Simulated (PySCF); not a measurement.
A geometry optimisation, step by step.

Compound: CH7AlSn.
Bonds: Al1–C2, C2–Sn3. Hydrogens: H4, H5 on Al1; H6, H7 on C2; H8, H9, H10 on Sn3.

Method: PBE0-D3(BJ)/def2-SVP geometry optimisation, gas phase, def2 core potentials past Kr (PySCF); density fitting, grid level 1; the optimiser is geomeTRIC in internal coordinates, started from a GFN2-xTB structure with every atom displaced at random (about 0.01 Å). The frame can shift and turn from step to step; on so coarse a grid that alone can change the energy by a few meV, and forces under 0.02 eV/Å are noise.

Step 0: E = -13570.9185 eV, largest atomic force 0.739 eV/Å
```
atom  x, y, z in Å  |  force x, y, z in eV/Å
Al1    -1.950    0.134   -0.162    0.522   0.080  -0.267
C2     -0.217   -0.746   -0.371   -0.144   0.042   0.207
Sn3     1.538    0.328    0.291   -0.107  -0.206   0.104
H4     -2.428    1.313   -1.078    0.015   0.252  -0.341
H5     -2.925   -0.242    0.975   -0.347  -0.308   0.576
H6     -0.001   -1.036   -1.407    0.027   0.072  -0.272
H7     -0.221   -1.676    0.216    0.038  -0.108   0.122
H8      1.955    1.626   -0.683   -0.029   0.461  -0.464
H9      1.394    0.939    1.861   -0.229   0.117   0.391
H10     2.906   -0.662    0.337    0.253  -0.403  -0.054
```

Step 1: E = -13571.0095 eV, largest atomic force 0.271 eV/Å
```
atom  x, y, z in Å  |  force x, y, z in eV/Å
Al1    -1.881    0.201   -0.146   -0.156   0.029   0.072
C2     -0.227   -0.791   -0.371    0.035  -0.022  -0.107
Sn3     1.516    0.298    0.309    0.261   0.057   0.045
H4     -2.229    1.416   -1.130    0.034  -0.095   0.063
H5     -2.876   -0.161    1.059    0.094   0.051  -0.108
H6     -0.022   -1.023   -1.432    0.013   0.070   0.038
H7     -0.219   -1.741    0.187   -0.029  -0.005   0.045
H8      1.845    1.639   -0.738   -0.064  -0.183   0.138
H9      1.256    0.898    1.914    0.019  -0.062  -0.185
H10     2.893   -0.759    0.331   -0.207   0.161  -0.001
```

Step 2: E = -13571.0178 eV, largest atomic force 0.070 eV/Å
```
atom  x, y, z in Å  |  force x, y, z in eV/Å
Al1    -1.882    0.200   -0.140   -0.001  -0.005   0.009
C2     -0.226   -0.790   -0.372   -0.004  -0.036  -0.012
Sn3     1.518    0.296    0.309   -0.016  -0.018   0.002
H4     -2.215    1.404   -1.128   -0.014  -0.003  -0.001
H5     -2.871   -0.149    1.059    0.015   0.012  -0.009
H6     -0.019   -1.012   -1.434    0.003   0.030   0.001
H7     -0.219   -1.741    0.185   -0.013   0.002   0.001
H8      1.833    1.622   -0.725   -0.003   0.046  -0.043
H9      1.257    0.889    1.897   -0.017   0.022   0.052
H10     2.878   -0.741    0.329    0.050  -0.049   0.000
```

Step 3: E = -13571.0187 eV, largest atomic force under 0.02 eV/Å
```
atom  x, y, z in Å  |  force x, y, z in eV/Å
Al1    -1.881    0.201   -0.141    0.004  -0.005   0.007
C2     -0.226   -0.790   -0.374    0.006  -0.013  -0.005
Sn3     1.520    0.294    0.310    0.007  -0.006   0.012
H4     -2.224    1.403   -1.128   -0.006  -0.003  -0.007
H5     -2.865   -0.146    1.062    0.003   0.006   0.008
H6     -0.018   -1.008   -1.435    0.005   0.019  -0.003
H7     -0.222   -1.741    0.183   -0.011   0.001  -0.005
H8      1.832    1.622   -0.728   -0.005   0.003  -0.007
H9      1.254    0.890    1.901   -0.002   0.002   0.001
H10     2.882   -0.748    0.330    0.000  -0.004   0.001
```

Step 4: E = -13571.0191 eV, largest atomic force under 0.02 eV/Å
```
atom  x, y, z in Å  |  force x, y, z in eV/Å
Al1    -1.880    0.202   -0.140    0.005  -0.001   0.000
C2     -0.225   -0.789   -0.376    0.003   0.000   0.000
Sn3     1.521    0.291    0.312    0.005   0.002   0.009
H4     -2.231    1.399   -1.131   -0.004  -0.003  -0.007
H5     -2.856   -0.138    1.070    0.000   0.004   0.013
H6     -0.017   -1.002   -1.439    0.004   0.009  -0.002
H7     -0.224   -1.742    0.177   -0.005  -0.005  -0.009
H8      1.830    1.621   -0.728   -0.001  -0.011   0.007
H9      1.252    0.887    1.903    0.004  -0.003  -0.011
H10     2.883   -0.752    0.332   -0.011   0.008   0.001
```

Q: Summarise the path.

A: The energy falls by 9.70 kJ/mol from step 0 to step 4; nine tenths of that is first reached at step 1. It falls at every step. The largest force goes from 0.739 to under 0.02 eV/Å. Among the bonds Al1–H5 changes most, from 1.544 to 1.592 Å; the atoms move by 0.112 Å rms after alignment.

What follows is the cost of the whole optimisation. On an AMD EPYC 7R13 with one thread, shared host with 64 logical CPUs at a one-minute load of 34, this took 18 s and 0.39 GiB of memory at its peak.
